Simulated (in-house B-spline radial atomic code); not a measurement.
Tm⁶⁺: [Kr] 4d10 (4f5/2)3 (4f7/2)7 5s2 (5p1/2)2 (5p3/2)2 (5g9/2)1 (an excited or competing configuration)

All numbers are computed (Dirac-Hartree-Fock, average of the jj configuration; Fermi nucleus of rms radius 5.2256 fm) with a B-spline radial code for spherical atoms, not measured.

Effective charges: Z_r = [3n² - l(l+1)]/(2<r>) from the radius, Z_e = n√(-2ε) from the energy, and Slater's rules. Values are occupation-weighted means over j. An effective charge above Z reflects the relativistic contraction of the inner shells.

```json
{"shell": "1s", "electrons": "2", "ε (eV)": "-59862", "<r> (bohr)": "0.02001", "Z_r": "74.97", "Z_e": "66.33", "Slater": "68.70"}
{"shell": "2s", "electrons": "2", "ε (eV)": "-10321", "<r> (bohr)": "0.08424", "Z_r": "71.23", "Z_e": "55.08", "Slater": "64.85"}
{"shell": "2p", "electrons": "6", "ε (eV)": "-9164.6", "<r> (bohr)": "0.07506", "Z_r": "66.61", "Z_e": "51.91", "Slater": "64.85"}
{"shell": "3s", "electrons": "2", "ε (eV)": "-2465.1", "<r> (bohr)": "0.2199", "Z_r": "61.40", "Z_e": "40.38", "Slater": "57.75"}
{"shell": "3p", "electrons": "6", "ε (eV)": "-2104.2", "<r> (bohr)": "0.2191", "Z_r": "57.05", "Z_e": "37.31", "Slater": "57.75"}
{"shell": "3d", "electrons": "10", "ε (eV)": "-1636", "<r> (bohr)": "0.1998", "Z_r": "52.55", "Z_e": "32.90", "Slater": "47.85"}
{"shell": "4s", "electrons": "2", "ε (eV)": "-603.69", "<r> (bohr)": "0.4961", "Z_r": "48.38", "Z_e": "26.64", "Slater": "41.25"}
{"shell": "4p", "electrons": "6", "ε (eV)": "-480.83", "<r> (bohr)": "0.5245", "Z_r": "43.85", "Z_e": "23.78", "Slater": "41.25"}
{"shell": "4d", "electrons": "10", "ε (eV)": "-309.49", "<r> (bohr)": "0.5647", "Z_r": "37.19", "Z_e": "19.08", "Slater": "29.85"}
{"shell": "5s", "electrons": "2", "ε (eV)": "-157.43", "<r> (bohr)": "1.144", "Z_r": "32.78", "Z_e": "17.01", "Slater": "15.45"}
{"shell": "5p", "electrons": "4", "ε (eV)": "-124.66", "<r> (bohr)": "1.264", "Z_r": "28.88", "Z_e": "15.13", "Slater": "15.45"}
{"shell": "4f", "electrons": "10", "ε (eV)": "-124.32", "<r> (bohr)": "0.6594", "Z_r": "27.30", "Z_e": "12.09", "Slater": "19.85"}
{"shell": "5g", "electrons": "1", "ε (eV)": "-26.882", "<r> (bohr)": "3.848", "Z_r": "7.15", "Z_e": "7.03", "Slater": "-"}
```

The least bound orbital is 5g9/2 at -26.88 eV, and it is also the most diffuse (<r> = 3.848 bohr).

For the 1s electron the small component carries 6.69 % of the norm, the zero-frequency Breit interaction raises the level by 193.1 eV, self-energy by 118 eV, and vacuum polarisation lowers it by 20.72 eV.
